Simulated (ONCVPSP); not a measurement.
## Tm (Z = 69) ONCV: all-electron and pseudo phase curves

* Element: Tm (Z = 69)
* Generator: ONCVPSP 4.0.1
* Type: optimised norm-conserving Vanderbilt (ONCV)
* Functional: Wu-Cohen
* Relativity: scalar-relativistic
* Frozen core: [Kr] 4d10
* Valence charge: 23
* Reference configuration: 4f13 5s2 5p6 6s2
* Partial waves: 5s+6s: rc 2.35 bohr, ncon 4, nbas 7, qcut 5 1/bohr, 2 projectors; 5p: rc 2.10 bohr, ncon 4, nbas 8, qcut 6.9 1/bohr, 2 projectors, debl 0.6 Ha; d scattering state at 0.43 Ha: rc 2.15 bohr, ncon 5, nbas 8, qcut 4 1/bohr, 2 projectors, debl 1 Ha; 4f: rc 1.15 bohr, ncon 3, nbas 7, qcut 17.4 1/bohr, 2 projectors, debl 3.4 Ha
* Local potential: polynomial inside 1.05 bohr (lpopt 5, dvloc0 4 Ha)
* Core correction: Teter function, fcfact 5.75, rcfact 1.25

In the p channel the program set the typed energies aside and used -0.990, 0.250 Ha. In the d channel the program set the typed energies aside and used 0.050, 1.050 Ha.

The phase is arctan(r·R′/R) of the radial function R(r), unwrapped; energies in Ha, scanned from -3 to 5 Ha. A pole is an energy at which the radial function vanishes at the test radius. The pseudo phase is shifted by a multiple of π to meet the all-electron one at the reference energy, and phase errors are pseudo minus all-electron; the curves can meet again beyond the range given. Levels narrower than the energy grid can be missing from the lists of poles.

A narrow feature of the pseudo curve, probably an extra level, lies near 0.42 Ha in the s channel; the grid steps over it, so the window and error are not given (n/a).

For each channel, where are the poles, and over which energies does the pseudopotential scatter like the atom?

```tsv
channel	radius (bohr)	reference energy (Ha)	poles, all-electron	poles, pseudo	unbroken range about the reference energy with phases within 0.05 rad	phase error 1 Ha above the reference energy (rad)
s	2.39	-0.14	-1.88, 2.46	-1.88, 2.52	n/a	n/a
p	2.13	-0.99	-0.56	-0.56, 4.72	the whole range	-0.000
d	2.18	0.05	1.09	1.09	the whole range	+0.000
f	1.17	-0.11	0.74	0.74	the whole range	+0.000
```

Note: no bound ghost flagged; GHOST(+) flagged for s at 13.3 eV.

Phases in the s channel:

```json
{"E (Ha)": "-2.98", "all-electron": "1.308", "pseudo": "1.308"}
{"E (Ha)": "-2.54", "all-electron": "1.232", "pseudo": "1.232"}
{"E (Ha)": "-2.10", "all-electron": "0.277", "pseudo": "0.276"}
{"E (Ha)": "-1.66", "all-electron": "-1.742", "pseudo": "-1.742"}
{"E (Ha)": "-1.22", "all-electron": "-1.878", "pseudo": "-1.879"}
{"E (Ha)": "-0.78", "all-electron": "-2.029", "pseudo": "-2.029"}
{"E (Ha)": "-0.34", "all-electron": "-2.353", "pseudo": "-2.353"}
{"E (Ha)": "0.10", "all-electron": "-3.271", "pseudo": "-3.273"}
{"E (Ha)": "0.54", "all-electron": "-4.138", "pseudo": "-4.062"}
{"E (Ha)": "0.98", "all-electron": "-4.436", "pseudo": "-4.426"}
{"E (Ha)": "1.42", "all-electron": "-4.566", "pseudo": "-4.559"}
{"E (Ha)": "1.86", "all-electron": "-4.641", "pseudo": "-4.636"}
{"E (Ha)": "2.30", "all-electron": "-4.695", "pseudo": "-4.689"}
{"E (Ha)": "2.74", "all-electron": "-4.740", "pseudo": "-4.734"}
{"E (Ha)": "3.18", "all-electron": "-4.785", "pseudo": "-4.777"}
{"E (Ha)": "3.62", "all-electron": "-4.839", "pseudo": "-4.827"}
{"E (Ha)": "4.06", "all-electron": "-4.919", "pseudo": "-4.900"}
{"E (Ha)": "4.50", "all-electron": "-5.081", "pseudo": "-5.043"}
{"E (Ha)": "4.94", "all-electron": "-5.645", "pseudo": "-5.527"}
```
